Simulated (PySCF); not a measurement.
Sn(Cl)(OH)(NH2)2 (ClH₅N₂OSn), SMILES [NH2][Sn]([OH])([Cl])[NH2].

The structure is a stationary point at PBE-D3(BJ)/def2-SVP. The def2 effective core potentials stand for the cores of Sn; spin–orbit coupling is left out. One conformer was computed; it need not be the lowest.

Method: PBE/def2-TZVP run with PySCF.

### Question
Estimate the frontier levels, gap, dipole moment and polarisability. (Estimate from the structure and the level; the computed values follow.)

### Answer

```json
{
 "highest_occupied_level": "-6.69 eV",
 "lowest_empty_level": "-2.64 eV",
 "orbital_gap": "4.05 eV",
 "dipole_moment": "1.85 D",
 "quadrupole, principal values (traceless, Buckingham form, about the centre of nuclear charge)": "-9.12, 1.66, 7.46 D·Å",
 "mean_static_polarisability": "74.2 bohr³ (11.00 Å³)",
 "polarisability_principal_values": "66.3, 74.6, 81.8 bohr³"
}
```
